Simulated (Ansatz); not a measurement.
Basis sets compared for the cluster AgGe2. Total charge 0; doublet. Geometry PBE-D4/def2-TZVP. Ansatz on 4 threads of Arm Neoverse V2 on a shared host; times are rough, and most runs start from earlier orbitals.

```xyz
3

Ag   -0.1793    1.5016    0.1818
Ge    0.9586   -0.5582   -0.8260
Ge   -0.7793   -0.9434    0.6442
```

In the def2 sets Ag takes a core potential; there is no spin–orbit coupling. At PBE-D4/def2-SVP the gap within one spin of the charge 0 doublet nearly closes, so an electron or hole may be smeared out by delocalisation error. The structure comes from a short search, and lower isomers may exist.

Binding counts from free atoms (Ag doublet, Ge triplet) in the same basis, without a counterpoise term.

```json
{"level": "PBE-D4/def2-SVP", "functions": "95", "energy (Eh)": "-4299.8363", "HOMO (eV)": "-4.51", "LUMO (eV)": "-4.38", "binding per atom (eV)": "1.89", "wall time": "3.8 s"}
{"level": "PBE-D4/def2-TZVP", "functions": "136", "energy (Eh)": "-4300.3985", "HOMO (eV)": "-4.51", "LUMO (eV)": "-4.32", "binding per atom (eV)": "1.92", "wall time": "6 s"}
{"level": "r2SCAN-D4/def2-TZVP (with forces)", "functions": "136", "energy (Eh)": "-4301.0298", "HOMO (eV)": "-4.69", "LUMO (eV)": "-4.06", "binding per atom (eV)": "1.87", "wall time": "20 s"}
{"level": "PBE0-D4/def2-SVP", "functions": "95", "energy (Eh)": "-4299.9110", "HOMO (eV)": "-5.26", "LUMO (eV)": "-3.51", "binding per atom (eV)": "1.73", "wall time": "4 s"}
{"level": "PBE0-D4/def2-TZVP", "functions": "136", "energy (Eh)": "-4300.4702", "HOMO (eV)": "-5.24", "LUMO (eV)": "-3.45", "binding per atom (eV)": "1.75", "wall time": "6.5 s"}
```

**Question.** Estimate the rows for PBE-D4/def2-TZVPD, r2SCAN-D4/def2-TZVPD, PBE0-D4/def2-TZVPD.

**Answer.** 
| level | functions | energy (Eh) | HOMO (eV) | LUMO (eV) | binding per atom (eV) | wall time |
| --- | --- | --- | --- | --- | --- | --- |
| PBE-D4/def2-TZVPD | 148 | -4300.3993 | -4.55 | -4.36 | 1.92 | 6.5 s |
| r2SCAN-D4/def2-TZVPD | 148 | -4301.0304 | -4.71 | -4.08 | 1.88 | 16 s |
| PBE0-D4/def2-TZVPD | 148 | -4300.4710 | -5.27 | -3.48 | 1.76 | 7 s |
